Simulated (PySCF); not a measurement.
A calculated (LDA, PySCF 2.14, x2c-TZVPPall, the spin-free X2C one-electron Hamiltonian (Gaussian nucleus)) atom or ion has these occupied shells.

```csv
shell,electrons,orbital energy (eV),"rms radius, mean of both spins (bohr)"
1s,2,-447.41,0.267
2s,2,-67.783,1.20
```

(1) Name the element and its charge.

Results:

(1) N³⁺ (nitrogen, charge +3), in [He] 2s2, closed-shell 1S.
